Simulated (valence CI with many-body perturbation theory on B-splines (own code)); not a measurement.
E1 transitions of Te³⁹⁺

Computed by valence CI with perturbative core correlation (CI+MBPT): three valence electrons over a frozen Dirac-Fock core [Ne], radial functions for each j: 11 s, 11 p, 9 d, 7 f, 5 g, 2 h, 1 i, with the one-electron correlation potential Σ1 (screened to all orders), the two-electron term Σ2, the three-electron term Σ3, Breit, model QED; selected single and double excitations, second order for the rest (own B-spline code, finite nucleus).

The last digits are not significant, and no measured levels were compared; by estimate large intervals hold to a few tenths of a per cent, small ones and those within an open d or f shell to about a per cent.

Lines 1 to 50 of 288 in falling wavelength, among levels below 4398.2 × 10³ cm⁻¹, chosen from the strongest by gf and those to the six lowest levels. Wavelengths and rates use the calculated energies. Electric multipoles are in the length gauge, E1 and E2 with the static RPA response of the core. Weak lines are less certain than strong ones. Lines between different terms over intervals too small for the method are left out, as are lines whose strength nearly cancels.

Levels are named by their leading jj configuration (3d3/2^4 stands for four electrons in 3d with j = 3/2), which in mixed levels can hold well under half, so a name can repeat and another be missing. Letters in brackets count levels of one name in rising energy.

```
λ vac (Å)                          Upper                       Lower   A (s⁻¹)  S (a.u.) with core polarisation  S without
    472.6             (3s 3p1/2^2) J=1/2          (3s^2 3p3/2) J=3/2  7.80e+06                         8.13e-04   8.30e-04
    178.3      (3p1/2 3p3/2 3d3/2) J=7/2  (3s 3p3/2 3d3/2) J=5/2 [b]  1.94e+09                         4.34e-02   4.44e-02
    164.0         (3s 3p1/2 3d3/2) J=5/2          (3s^2 3d3/2) J=3/2  2.77e+09                         3.62e-02   3.69e-02
    156.4  (3p1/2 3p3/2 3d5/2) J=7/2 [b]  (3s 3p3/2 3d5/2) J=5/2 [b]  4.10e+09                         6.19e-02   6.33e-02
    156.3     (3s 3p1/2 3p3/2) J=3/2 [a]          (3s^2 3p3/2) J=3/2  6.25e+08                         4.71e-03   4.81e-03
    151.9      (3p1/2 3p3/2 3d5/2) J=9/2  (3s 3p3/2 3d5/2) J=7/2 [b]  3.20e+09                         5.53e-02   5.65e-02
    143.7          (3p1/2 3p3/2^2) J=5/2          (3s 3p3/2^2) J=3/2  3.67e+09                         3.23e-02   3.30e-02
    138.0         (3s 3p1/2 3p3/2) J=5/2          (3s^2 3p3/2) J=3/2  4.42e+09                         3.44e-02   3.52e-02
    134.3      (3p1/2 3p3/2 3d5/2) J=9/2  (3s 3p3/2 3d5/2) J=7/2 [a]  7.39e+09                         8.83e-02   9.01e-02
    132.5  (3p1/2 3p3/2 3d5/2) J=7/2 [b]  (3s 3p3/2 3d5/2) J=7/2 [b]  3.37e+09                         3.10e-02   3.16e-02
    131.5  (3p1/2 3p3/2 3d3/2) J=5/2 [a]  (3s 3p3/2 3d3/2) J=5/2 [a]  5.14e+09                         3.46e-02   3.53e-02
    129.9             (3s 3p1/2^2) J=1/2          (3s^2 3p1/2) J=1/2  9.63e+09                         2.08e-02   2.13e-02
    128.8          (3p1/2^2 3d3/2) J=3/2  (3s 3p1/2 3d3/2) J=3/2 [b]  7.43e+09                         3.14e-02   3.20e-02
    127.8          (3p1/2^2 3d3/2) J=3/2      (3s 3p1/2 3d3/2) J=1/2  8.41e+09                         3.47e-02   3.54e-02
    126.5          (3p1/2^2 3p3/2) J=3/2  (3s 3p1/2 3p3/2) J=3/2 [b]  5.01e+09                         2.00e-02   2.05e-02
    125.9          (3p1/2 3p3/2^2) J=1/2          (3s 3p3/2^2) J=1/2  1.51e+10                         2.97e-02   3.04e-02
    125.6         (3s 3p1/2 3d5/2) J=7/2          (3s 3p3/2^2) J=5/2  4.48e+09                         3.51e-02   3.58e-02
    124.4  (3p1/2 3p3/2 3d3/2) J=3/2 [a]  (3s 3p3/2 3d3/2) J=3/2 [a]  9.04e+09                         3.43e-02   3.50e-02
    123.9      (3p1/2 3p3/2 3d3/2) J=7/2      (3s 3p3/2 3d3/2) J=7/2  7.64e+09                         5.73e-02   5.86e-02
    123.3  (3p1/2 3p3/2 3d5/2) J=5/2 [b]  (3s 3p3/2 3d5/2) J=7/2 [b]  7.31e+09                         4.06e-02   4.15e-02
    122.9  (3p1/2 3p3/2 3d3/2) J=1/2 [a]  (3s 3p3/2 3d3/2) J=1/2 [a]  1.39e+10                         2.55e-02   2.61e-02
    121.8      (3p1/2 3p3/2 3d3/2) J=7/2  (3s 3p3/2 3d3/2) J=5/2 [a]  4.07e+09                         2.90e-02   2.96e-02
    120.6          (3p1/2 3p3/2^2) J=5/2          (3s^2 3d5/2) J=5/2  6.64e+09                         3.45e-02   3.52e-02
    119.0         (3s 3p1/2 3d5/2) J=3/2          (3s 3p3/2^2) J=5/2  1.10e+10                         3.66e-02   3.74e-02
    118.9  (3p1/2 3p3/2 3d5/2) J=7/2 [b]  (3s 3p3/2 3d5/2) J=7/2 [a]  4.03e+09                         2.67e-02   2.73e-02
    118.6     (3s 3p1/2 3p3/2) J=3/2 [b]          (3s^2 3p3/2) J=3/2  6.11e+09                         2.01e-02   2.05e-02
    118.5  (3p1/2 3p3/2 3d5/2) J=3/2 [a]  (3s 3p3/2 3d5/2) J=5/2 [a]  1.16e+10                         3.82e-02   3.90e-02
    118.1     (3s 3p1/2 3d5/2) J=5/2 [b]          (3s 3p3/2^2) J=5/2  7.98e+09                         3.90e-02   3.98e-02
    116.5          (3p1/2^2 3d5/2) J=5/2  (3s 3p1/2 3d5/2) J=5/2 [b]  1.75e+10                         8.19e-02   8.37e-02
    116.2  (3p1/2 3p3/2 3d5/2) J=5/2 [a]  (3s 3p3/2 3d5/2) J=5/2 [a]  1.30e+10                         6.05e-02   6.18e-02
    115.6          (3p1/2^2 3d5/2) J=5/2      (3s 3p1/2 3d5/2) J=3/2  1.10e+10                         5.04e-02   5.14e-02
    113.1          (3p1/2 3p3/2^2) J=3/2          (3s^2 3d5/2) J=5/2  1.21e+10                         3.46e-02   3.54e-02
    113.0  (3p1/2 3p3/2 3d5/2) J=5/2 [a]  (3s 3p3/2 3d5/2) J=3/2 [a]  8.78e+09                         3.75e-02   3.83e-02
    111.5  (3p1/2 3p3/2 3d5/2) J=5/2 [b]  (3s 3p3/2 3d5/2) J=7/2 [a]  1.17e+10                         4.78e-02   4.88e-02
    110.9  (3p1/2 3p3/2 3d5/2) J=7/2 [a]      (3s 3p3/2 3d5/2) J=9/2  2.54e+10                         1.37e-01   1.40e-01
    110.9     (3s 3p1/2 3d3/2) J=3/2 [a]  (3s 3p1/2 3p3/2) J=3/2 [b]  5.56e+09                         1.49e-02   1.53e-02
    110.0          (3p1/2^2 3d5/2) J=5/2      (3s 3p1/2 3d5/2) J=7/2  3.33e+10                         1.31e-01   1.34e-01
    109.9          (3p1/2^2 3p3/2) J=3/2      (3s 3p1/2 3p3/2) J=5/2  2.99e+10                         7.83e-02   8.00e-02
    109.9         (3s 3p1/2 3p3/2) J=1/2          (3s^2 3p3/2) J=3/2  1.12e+10                         1.47e-02   1.50e-02
    109.0          (3p1/2^2 3d3/2) J=3/2      (3s 3p1/2 3d3/2) J=5/2  3.59e+10                         9.19e-02   9.38e-02
    107.1  (3p1/2 3p3/2 3d3/2) J=5/2 [b]      (3s 3p3/2 3d3/2) J=7/2  2.56e+10                         9.33e-02   9.53e-02
    106.3  (3p1/2 3p3/2 3d3/2) J=5/2 [a]       (3p1/2 3p3/2^2) J=5/2  9.91e+09                         3.53e-02   3.60e-02
    105.7  (3p1/2 3p3/2 3d3/2) J=3/2 [b]  (3s 3p3/2 3d3/2) J=5/2 [a]  9.65e+09                         2.25e-02   2.30e-02
    105.4      (3p1/2 3p3/2 3d5/2) J=9/2      (3s 3p3/2 3d5/2) J=9/2  2.15e+10                         1.25e-01   1.27e-01
    105.1          (3p1/2^2 3d5/2) J=5/2  (3s 3p1/2 3d3/2) J=3/2 [b]  7.19e+09                         2.48e-02   2.53e-02
    104.5         (3s 3p1/2 3d3/2) J=5/2  (3s 3p1/2 3p3/2) J=3/2 [b]  6.24e+08                         2.11e-03   2.16e-03
    102.9          (3p1/2^2 3d3/2) J=3/2  (3s 3p1/2 3d3/2) J=3/2 [a]  1.66e+10                         3.56e-02   3.64e-02
    101.8  (3p1/2 3p3/2 3d3/2) J=1/2 [b]  (3s 3p3/2 3d3/2) J=3/2 [a]  1.92e+10                         1.99e-02   2.04e-02
    101.5  (3p1/2 3p3/2 3d5/2) J=3/2 [a]  (3s 3p3/2 3d3/2) J=5/2 [a]  1.11e+10                         2.29e-02   2.34e-02
    100.6          (3p1/2^2 3p3/2) J=3/2  (3s 3p1/2 3p3/2) J=3/2 [a]  9.71e+09                         1.95e-02   1.99e-02
```
